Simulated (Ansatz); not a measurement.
`S[SiH2]CCl` → `[CH2]` (triplet) + `S[SiH2]Cl` at 700 K and 1 bar (formal loss of a carbene).

Calculated with Ansatz (gas phase, PBE0-D4/def2-TZVP geometries, no zero-point term in ΔE). CCSD(T)/CBS is the MP2 limit (def2-TZVPP, def2-QZVPP) plus CCSD(T) − MP2 in def2-TZVPP, frozen cores. This one scheme is used for every species. Triplets are unrestricted, without spin–orbit coupling. One conformer a species, not always the lowest.

```json
{"species": "`S[SiH2]CCl`", "CCSD(T)/CBS energy (Eh)": "-1187.72196", "H − E (kJ/mol)": "216.0", "S (J/(mol·K))": "449.4"}
{"species": "`[CH2]` (triplet)", "CCSD(T)/CBS energy (Eh)": "-39.09499", "H − E (kJ/mol)": "70.4", "S (J/(mol·K))": "226.8"}
{"species": "`S[SiH2]Cl`", "CCSD(T)/CBS energy (Eh)": "-1148.50980", "H − E (kJ/mol)": "126.8", "S (J/(mol·K))": "380.7"}
```

H − E and S are ideal-gas, rigid-rotor, harmonic terms from PBE0-D4/def2-TZVP, for one conformer and one mirror image of each species, with the whole ground term of open shells counted as degenerate. 1 Eh = 2625.50 kJ/mol, R = 8.31446 J/(mol·K).

Q: By hand: ΔE, ΔH, ΔS and ΔG.

A: ΔE = (-39.09499) + (-1148.50980) − (-1187.72196) = 0.11717 Eh = 307.6 kJ/mol. Δ(H − E) = 70.4 + 126.8 − 216.0 = -18.8, so ΔH = 288.8 kJ/mol. ΔS = 226.8 + 380.7 − 449.4 = 158.1 J/(mol·K). ΔG = 288.8 − 700 × (158.1)/1000 = 178.1 kJ/mol.

Q: By hand: the equilibrium constant, and the temperature at which ΔG would vanish if ΔH and ΔS stayed fixed.

A: log₁₀ K = −ΔG/(RT ln 10) = -13.3. ΔG = 0 at ΔH/ΔS = 1827 K.

The number of gas molecules changes by +1, which sets the sign of ΔS. A doubt of 5 kJ/mol in ΔE shifts log₁₀ K by 0.4 here. Other conformers and mirror images would add mixing entropy, several J/(mol·K) or more a flexible species. A triplet takes part, so the spin changes. These are equilibria of isolated gas molecules and say nothing of rates. Largest T1 diagnostic: 0.011 (customary marks: 0.02 for closed shells, 0.045 for open ones).
